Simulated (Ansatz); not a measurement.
Total energies of C$_{2}$H$_{5}$ClFIn (`C[CH2][In]([F])[Cl]`).

```xyz
10

C    -1.257   -0.096   -0.672
C     0.175    0.412   -0.620
In    1.234   -0.177    1.145
F     0.350   -1.264    2.505
Cl    3.408    0.252    1.828
H    -1.308   -1.186   -0.652
H    -1.745    0.239   -1.593
H    -1.854    0.270    0.166
H     0.226    1.502   -0.647
H     0.771    0.047   -1.459
```

The species carries charge 0 and has multiplicity 1. Correlated methods include outer-core shells of In, which these sets cover unevenly. In takes the def2 core potential. Geometry: relaxed with PBE0-D4/def2-TZVP. It is one conformer, not always the lowest. Basis def2-TZVPP, Ansatz.

RPA on PBE orbitals: Hartree–Fock energy of these orbitals -826.89834 Eh, correlation -1.67333 Eh (frozen core).

| functional | kind | energy without D4 (Eh) | D4 term (kJ/mol) |
| --- | --- | --- | --- |
| BLYP | GGA | -829.47457 | -40.8 |
| HSE06 (plane-wave form) | screened hybrid | -829.21108 | -15.4 |

Question: Give the same for LDA (SPW92), PBE, revPBE, r2SCAN, B97M-V, PBE0, B3LYP, r2SCANh, r2SCAN0, BHLYP, CAM-B3LYP, LC-ωPBE, ωB97X-V, ωB97M-V, B2PLYP, PBE-QIDH. (Best estimate.)

Answer: Ansatz gave: 
```csv
functional,kind,energy without D4 (Eh),D4 term (kJ/mol)
LDA (SPW92),LDA,-826.37769,–
PBE,GGA,-829.18085,-19.1
revPBE,GGA,-829.48151,-52.5
r2SCAN,meta-GGA,-829.52618,-4.7
B97M-V,meta-GGA with VV10,-829.42398,–
PBE0,"global hybrid, 25 % exact exchange",-829.22910,-16.4
B3LYP,"global hybrid, 20 %",-829.66249,-30.9
r2SCANh,"meta-GGA hybrid, 10 %",-829.50189,-5.1
r2SCAN0,"meta-GGA hybrid, 25 %",-829.46716,-5.6
BHLYP,"global hybrid, 50 %",-829.40650,-26.4
CAM-B3LYP,range-separated hybrid,-829.49825,-16.9
LC-ωPBE,long-range corrected hybrid,-829.37878,–
ωB97X-V,range-separated hybrid GGA with VV10,-829.43034,–
ωB97M-V,range-separated hybrid meta-GGA with VV10,-829.42857,–
B2PLYP,double hybrid,-829.10350,–
PBE-QIDH,double hybrid,-828.92080,–
```

B3LYP takes the VWN-RPA correlation (the form of Gaussian; ORCA's B3LYP/G). HSE06 is the plane-wave form, built on full-range PBE exchange. The double hybrids freeze the cores in their second-order part.

LC-ωPBE has ω = 0.4 bohr⁻¹.
